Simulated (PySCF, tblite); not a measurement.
Isomers of C7H13B. Computed with GFN2-xTB (tblite): harmonic, unscaled wavenumbers at the GFN2-xTB geometry, gas phase. The method is semi-empirical: single wavenumbers can be off by several per cent or more. Modes of hydrogen on boron can be 10 to 20 % off. One conformer each.

Electronic energies: PBE0-D3(BJ)/def2-SVP at its own geometries (PySCF, gas phase).

```csv
SMILES,"electronic energy, lowest = 0 (kJ/mol)"
C=CC(=C)CB(C)C,13.6
BC[C@H]1CCC(=C)C1,46.2
C=C[C@H]1BCCCC1,0.0
```

**Question.** How do GFN2-xTB zero-point energies change the relative energies?

**Answer.** 
| SMILES | ZPE (kJ/mol) | of it from modes above 1550 cm⁻¹ | electronic (kJ/mol) | with ZPE, lowest = 0 (kJ/mol) | lowest mode (cm⁻¹) | rings |
| --- | --- | --- | --- | --- | --- | --- |
| C=C[C@H]1BCCCC1 | 479.0 | 240.1 | 0.0 | 0.0 | 66 | 1 |
| C=CC(=C)CB(C)C | 466.1 | 256.3 | 13.6 | 0.6 | 25 | 0 |
| BC[C@H]1CCC(=C)C1 | 472.5 | 238.8 | 46.2 | 39.7 | 66 | 1 |

The zero-point energies span 12.9 kJ/mol, from `C=CC(=C)CB(C)C` to `C=C[C@H]1BCCCC1`. The order is unchanged.

**Question.** And how do the electronic energies of GFN2-xTB itself compare?

**Answer.** `C=C[C@H]1BCCCC1` 27.9; `C=CC(=C)CB(C)C` 124.1; `BC[C@H]1CCC(=C)C1` 0.0 kJ/mol, lowest = 0. Against the energies above, taken from the same isomer `C=C[C@H]1BCCCC1`, the largest difference is 82.6 kJ/mol. The two levels were optimised apart and needn't hold the same conformer.
